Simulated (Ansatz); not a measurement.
Ansatz (a first-principles code) input (HF/3-21G): The .json file is the Basis Set Exchange's 3-21G.

Ansatz 0.2 input:
```yaml
crystal:
  periodic: [false, false, false]
  atoms:
    - {symbol: B, position_ang: [-0.00000000, -0.00000000, -1.26530248]}
    - {symbol: Cl, position_ang: [0.00000000, 0.00000000, 0.37214779]}
basis:
  gaussian:
    orbitals: 3-21G.json
hamiltonian:
  xc: {name: HF}
total_charge: 1
magnetization: {spin_polarized: true, initial_magnetization: 1}
phonons: {temperatures: {t_min: 298.15, t_max: 298.15, t_step: 100}}
```

Problem. Which harmonic wavenumbers does it give?

Solution. 1068 cm⁻¹ (unscaled; negative means imaginary).
